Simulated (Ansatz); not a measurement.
Start from `C=NB(F)Br` and change one atom or group to get `FBBr`.

Ansatz, PBE0-D4/def2-TZVP geometries, multiplicity 1. Each molecule was computed in one conformer, which needn't be the lowest.

Scalar relativity is left out up to krypton.

```csv
property,`C=NB(F)Br`
"ideal-gas entropy at 298 K and 1 bar (rigid rotor, harmonic PBE0-D4/def2-TZVP) / J/(mol·K)",331
LUMO energy (PBE/def2-TZVPP) / eV,-2.77
HOMO energy (B3LYP/def2-TZVPP) / eV,-7.63
LUMO energy (ωB97M-V/def2-TZVPP) / eV,0.58
size of the dipole moment (ωB97M-V/def2-TZVPP) / D,3.32
HOMO energy (ωB97M-V/def2-TZVPP) / eV,-10.09
```

Q: Give the same properties after the change, and the shifts. (Estimate.)

A: The calculation gave: 
| property | `FBBr` | shift |
| --- | --- | --- |
| ideal-gas entropy at 298 K and 1 bar (rigid rotor, harmonic PBE0-D4/def2-TZVP) / J/(mol·K) | 274 | -57 |
| LUMO energy (PBE/def2-TZVPP) / eV | -2.26 | 0.51 |
| HOMO energy (B3LYP/def2-TZVPP) / eV | -8.51 | -0.88 |
| LUMO energy (ωB97M-V/def2-TZVPP) / eV | 0.77 | 0.19 |
| size of the dipole moment (ωB97M-V/def2-TZVPP) / D | 0.71 | -2.61 |
| HOMO energy (ωB97M-V/def2-TZVPP) / eV | -11.02 | -0.93 |

With PBE0 the HOMO falls by 0.92 eV and the LUMO rises by 0.40 eV, so the gap widens by about 1.32 eV. PBE moves the HOMO by -0.93 eV and ωB97M-V by -0.93 eV. The zero-point energy changes by -59.6 kJ/mol with -9 modes. Dipoles are sizes alone; their direction can turn.

B3LYP here is the variant with VWN-RPA as its local correlation; programs differ in this.

Spin–orbit coupling is left out; it splits and shifts lone-pair levels of the heavy atoms by tenths of an eV.
